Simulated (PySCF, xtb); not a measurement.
C8H6SSe, SMILES c1csc(-c2ccc[se]2)c1.

GFN2-xTB (xtb 6.7.1) at its own geometry gives an orbital gap of 2.58 eV and a dipole moment of 0.13 D.

Geometry optimised at PBE0-D3(BJ)/def2-SVP. One conformer was computed; it need not be the lowest.

**Question.** What does HF/def2-SVP (PySCF) give? (The exact figures need the calculation; the answer reports its results.)

**Answer.** gap 9.52 eV (levels -7.69 and 1.83 eV), dipole 0.11 D.
